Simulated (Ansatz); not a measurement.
Reaction (ligand exchange at the Si–N bond): `[OH][GeH2][NH][SiH3]` + `[NH2][Sc]([OH])[O][SiH3]` → `[NH2][Sc]([O][SiH3])[O][SiH3]` + `[NH2][GeH2][OH]`

Gas-phase electronic energies from Ansatz, PBE0-D4/def2-TZVP geometries. CBS: MP2 limit from def2 TZ/QZ plus the TZ coupled-cluster correction, frozen cores. DFT in def2-TZVPP. B3LYP here is the variant with VWN-RPA as its local correlation; programs differ in this. For Ge, Sc outer-core shells are correlated without core-valence functions, which leaves a few kJ/mol of doubt a bond. Scalar relativity is left out up to krypton. Each species was taken in one conformer, which may not be the lowest.

```json
{"level": "PBE-D4", "ΔE (kcal/mol)": "-10.2", "difference from CCSD(T)/CBS": "1.6"}
{"level": "PBE0-D4", "ΔE (kcal/mol)": "-10.8", "difference from CCSD(T)/CBS": "1.0"}
{"level": "B3LYP-D4", "ΔE (kcal/mol)": "-11.7", "difference from CCSD(T)/CBS": "0.1"}
{"level": "ωB97M-V", "ΔE (kcal/mol)": "-10.9", "difference from CCSD(T)/CBS": "0.9"}
{"level": "B2PLYP", "ΔE (kcal/mol)": "-12.1", "difference from CCSD(T)/CBS": "-0.3"}
{"level": "PBE", "ΔE (kcal/mol)": "-10.7", "difference from CCSD(T)/CBS": "1.1"}
{"level": "PBE0", "ΔE (kcal/mol)": "-11.2", "difference from CCSD(T)/CBS": "0.6"}
{"level": "B3LYP", "ΔE (kcal/mol)": "-12.5", "difference from CCSD(T)/CBS": "-0.7"}
{"level": "HF/def2-TZVPP", "ΔE (kcal/mol)": "-14.8", "difference from CCSD(T)/CBS": "-3.0"}
{"level": "MP2/def2-TZVPP", "ΔE (kcal/mol)": "-11.1", "difference from CCSD(T)/CBS": "0.7"}
{"level": "CCSD/def2-TZVPP", "ΔE (kcal/mol)": "-11.9", "difference from CCSD(T)/CBS": "-0.1"}
{"level": "CCSD(T)/def2-TZVPP", "ΔE (kcal/mol)": "-11.5", "difference from CCSD(T)/CBS": "0.3"}
{"level": "HF/def2-QZVPP", "ΔE (kcal/mol)": "-15.2", "difference from CCSD(T)/CBS": "-3.4"}
{"level": "MP2/def2-QZVPP", "ΔE (kcal/mol)": "-11.4", "difference from CCSD(T)/CBS": "0.4"}
{"level": "MP2/CBS(def2)", "ΔE (kcal/mol)": "-11.4", "difference from CCSD(T)/CBS": "0.4"}
{"level": "CCSD/CBS(def2)", "ΔE (kcal/mol)": "-12.3", "difference from CCSD(T)/CBS": "-0.5"}
{"level": "CCSD(T)/CBS", "ΔE (kcal/mol)": "-11.8", "difference from CCSD(T)/CBS": "0"}
```

Largest T1 diagnostic among the species: 0.015.

In def2-TZVPP, CCSD(T) changes the Hartree–Fock value by +3.3 kcal/mol (the triples alone add +0.4 kcal/mol) and MP2 by +3.7 kcal/mol. The D4 term adds +0.8 kcal/mol with B3LYP and +0.4 kcal/mol with PBE0; it sums over pairs of atoms, weighted by their polarisabilities, and B3LYP, whose exchange is more repulsive, gets the larger term.
